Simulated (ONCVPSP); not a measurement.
## Before and after: ONCV potential for silver (Ag)

ONCVPSP 4.0.1 input, shortened (lines: element, Z, core and valence counts, functional; n l f; lmax; l rc ep ncon nbas qcut; lloc lpopt rc5 dvloc0; l nproj debl; icmod fcfact rcfact), LDA (Perdew-Wang 92), scalar-relativistic:

```
  Ag 47.00    6    5  -001012      upf
    1    0    2.00
    2    0    2.00
    2    1    6.00
    3    0    2.00
    3    1    6.00
    3    2   10.00
    4    0    2.00
    4    1    6.00
    4    2   10.00
    5    0    0.75
    5    1    0.25
    2
    0    1.70    0.00    4    9    9.00
    1    2.00    0.00    3    6    6.30
    2    1.75    0.00    4    8    7.10
    4    5    1.50    1.00
    0    2    0.40
    1    2    2.80
    2    2    1.40
    3    4.75    1.20
```

Change: all radii but the core radius scaled by about 1.32 (s 2.24, p 2.64, d 2.30 bohr); local potential polynomial inside 1.98 bohr (lpopt 5, dvloc0 1 Ha).

Cutoffs: the cutoffs (Ha) at which the residual kinetic energy of the hardest occupied pseudo-wave falls to 1 and 0.1 mHa per electron; they do not see the model core or the augmentation charge, which bear on the density cutoff. Errors are all-electron minus pseudo energies relative to the spin-unpolarised reference configuration.

Q: How do hardness, ghosts and transferability respond?

A: The potential gets softer (23 Ha and 40 Ha → 18 Ha and 22 Ha); of the 3 tests that both files solve, the error grows in 1 and shrinks in 1 by more than 15 % and 0.3 meV (median size 1.0 → 0.1 meV); neither file shows a bound ghost. A larger radius leaves more room for a smooth pseudo-wave, so fewer plane waves are needed.

| quantity | base | changed |
| --- | --- | --- |
| cutoff, loose | 23 Ha | 18 Ha |
| cutoff, tight | 40 Ha | 22 Ha |
| loose cutoff by channel | s 23 Ha, p 15 Ha, d 23 Ha | s 17 Ha, p 12 Ha, d 18 Ha |
| bound ghosts | none | none |
| GHOST(+) flags under 300 eV | none | none |
| tests with a reliable result | 3 of 4 | 3 of 4 |
| error for 4s2 4p6 4d10 5s1 5p0, meV [ΔE -0.97 eV] | +0.1 | +0.1 |
| error for 4s2 4p6 4d10 5s0 5p0, meV [ΔE 7.12 eV] | -1.0 | 0.0 |
| error for 4s1 4p6 4d10 5s1 5p0, meV [ΔE 101.12 eV] | -427 | -819 |
| rms error of d²Exc/dni dnj with the model core, mHa | 0.63 | 1.56 |
